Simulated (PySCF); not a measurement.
An unknown is described by computed data only.

Elements present: C, F and H. Monoisotopic mass: 96.0375 u.

| Quantity | Value |
| --- | --- |
| Triplet | lowest triplet excitation (Tamm–Dancoff): 3.90 eV [TDA PBE0/def2-SVPD] |
| UV, first state | lowest singlet excitation: 5.40 eV (230 nm, f = 0.000) [TDDFT PBE0/def2-SVPD] |
| Polarisability | 61.1 au [PBE0/def2-SVPD] |
| NMR, other nuclei | isotropic shieldings of nuclei other than C and H, by class: 255 (1 F) ppm [GIAO PBE0/pcSseg-1] |
| 1H NMR | chemical shifts (computed TMS as zero) by class: 7.04 (1 H), 6.98 (1 H), 5.43 (1 H), 4.09 (1 H), 3.65 (1 H) ppm [GIAO PBE0/pcSseg-1] |
| Rotational structure | rotational constants A, B, C: 6.151, 2.505, 2.071 GHz [GFN2-xTB] |
| UV, strongest line | among the 6 lowest singlet transitions: S3 at 6.98 eV (178 nm, f = 0.028) [TDDFT PBE0/def2-SVPD] |
| Dipole | 1.60 D [PBE0/def2-SVPD] |
| 13C NMR | chemical shifts (computed TMS as zero) by class: 178.6 (1 C), 156.2 (1 C), 152.8 (1 C), 118.3 (1 C), 57.0 (1 C), 40.2 (1 C) ppm [GIAO PBE0/pcSseg-1] |

The electronic properties come from PySCF, for the isolated species, density fitting. Levels stand in brackets. Geometry: GFN2-xTB; no solvent, vibrations or thermal averaging. Each NMR value is the plain mean over a class of atoms that symmetry, rotation or inversion makes alike.

Task: Which formula fits the mass and the elements?

Result: C6H5F (calculated 96.0375). No other formula that holds each of these elements comes within 0.0003 u with a fitting electron parity and a possible valence count.

Task: Give a SMILES that accounts for the data.

Result: Numbering: `[F:1][C:2]1=[CH:3][C@@H:4]2[CH:5]=[CH:6][C@H:7]12`. Its formula, C6H5F, gives 4 degrees of unsaturation: 2 rings and 2 π bonds in the structure found. 6 carbons fall into 6 classes; from least to most shielded: vinylic C–F carbon [C2] (178.6 ppm), alkene CH carbon [C5] (156.2 ppm), alkene CH carbon [C6] (152.8 ppm), alkene CH carbon [C3] (118.3 ppm), sp3 carbon at a ring junction [C7] (57.0 ppm), sp3 carbon at a ring junction [C4] (40.2 ppm). Hydrogen classes from least to most shielded: 1 H on an alkene CH carbon, C6 (7.04 ppm), 1 H on an alkene CH carbon, C5 (6.98 ppm), 1 H on an alkene CH carbon, C3 (5.43 ppm), 1 H on an sp3 carbon at a ring junction, C7 (4.09 ppm), 1 H on an sp3 carbon at a ring junction, C4 (3.65 ppm). The other shieldings belong to: 255 ppm, vinyl fluorine [F1]. S1 is mainly HOMO→LUMO (weight 0.97); the largest Löwdin shares of the orbital it empties are 0.28 on an alkene CH carbon, 0.23 on the vinylic C–F carbon, 0.16 on an alkene CH carbon and 0.15 on an alkene CH carbon, of the orbital it fills 0.23 on an alkene CH carbon, 0.22 on an alkene CH carbon, 0.12 on the vinylic C–F carbon and 0.12 on an alkene CH carbon. The optimised geometry has point group C1 and is an asymmetric top. Structure: `FC1=C[C@@H]2C=C[C@H]12`. Computed isomers that give other values at the same levels: `Fc1ccccc1` (13C chemical shifts (computed TMS as zero) by class: 173.1 (1 C), 135.7 (2 C), 128.9 (1 C), 121.4 (2 C) ppm); `C#C[C@@H]1CC=C1F` (lowest singlet excitation: 6.53 eV (190 nm, f = 0.004)); `FC=C1C=CC=C1` (rotational constant A: 7.567 GHz; this holds for the one conformer computed). The assignments are read from this structure; whether some other isomer fits the data as well wasn't checked. The mirror image fits equally.
